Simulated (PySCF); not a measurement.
# Worked example: oscillator strength and radiative lifetime

B(H)(SH)2 (BH3S2), SMILES SBS.

The structure is a stationary point at PBE-D3(BJ)/def2-TZVP. Other conformers were not sampled.

TDA-ωB97X/def2-SVPD (PySCF 2.14.0) puts the first singlet state with f over 0.02 at 6.13 eV (vertical), with the transition dipole (0.000, -1.439, 0.000) in atomic units.

### Question
Find the oscillator strength, the wavelength and the radiative lifetime that this transition would have in vacuum if emission retraced absorption.

### Answer

|μ|² = 2.0707 au, so |μ| = 3.66 D. ΔE = 6.13/27.211 = 0.2253 hartree. f = (2/3) ΔE |μ|² = 0.311 (the program prints 0.311).
λ = 1239.84/6.13 = 202 nm; ν = 49442 cm⁻¹.
Einstein's coefficient A = 0.6670 ν² f s⁻¹ (ν in cm⁻¹) = 5.1e8 s⁻¹, so τ = 1/A = 2.0 ns. This state is S1. The figure is the radiative limit of this one transition; relaxation, internal conversion, crossing to triplets and a medium change what is measured.
